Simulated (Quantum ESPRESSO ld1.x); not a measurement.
Problem. The mean radii <r> (bohr) of the occupied orbitals of an atom or ion are listed with their occupations. Calculated with ld1.x of Quantum ESPRESSO 7.5: scalar-relativistic Kohn-Sham, LDA (Slater exchange, Perdew-Zunger correlation), spin-polarised, spherical densities, point nucleus.

| orbital | occ. | <r> |
|---|---|---|
| 1s | 2 | 0.03114 |
| 2s | 2 | 0.1351 |
| 2p | 6 | 0.1177 |
| 3s | 2 | 0.3692 |
| 3p | 6 | 0.3681 |
| 3d | 10 | 0.3461 |
| 4s | 2 | 0.9117 |
| 4p | 6 | 1.001 |
| 4d | 10 | 1.389 |

Name the element and its charge. Open shells, if any, are filled with parallel spins first.

Solution. Z = 47, silver, charge +1: Ag+ in [Kr] 4d10. The 1s radius gives Z: for a bare nucleus <r> = (2 gamma + 1)/(2Z) with gamma = sqrt(1 - (Z/c)^2), 0.03062 bohr for Z = 47, and screening makes it slightly larger (0.03114 here). The occupations add up to 46, and the charge is Z minus that.
